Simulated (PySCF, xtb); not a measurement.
C₃H₈N, SMILES CC[N]C, multiplicity 2.

Geometry optimised at TPSSh-D3(BJ)/def2-SVP. The isomer is the one that the SMILES or the coordinates give; other isomers of the formula were not compared. One conformer was computed; it need not be the lowest.

These are IEF-PCM-PBE0/def2-SVP (PySCF 2.14.0) values and carry that method's errors.

The values are the electrostatic part of the solvation free energy, E(continuum) − E(gas) at the gas-phase geometry, in a cavity of scaled van der Waals radii (PySCF's table); cavitation and dispersion terms are not included. The dipole moment in vacuum is 1.65 D.

Computed values in water (ε = 78.36), 1-octanol (ε = 9.86), dichloromethane (ε = 8.93):
| solvent | ε | ΔG(elec) (kcal/mol) | dipole (D) |
|---|---|---|---|
| water | 78.36 | -3.4 | 2.25 |
| 1-octanol | 9.86 | -2.9 | 2.14 |
| dichloromethane | 8.93 | -2.8 | 2.13 |

For comparison, GFN2-xTB/ALPB(water) (xtb, at the GFN2-xTB geometry, all terms of that model) gives -2.5 kcal/mol.
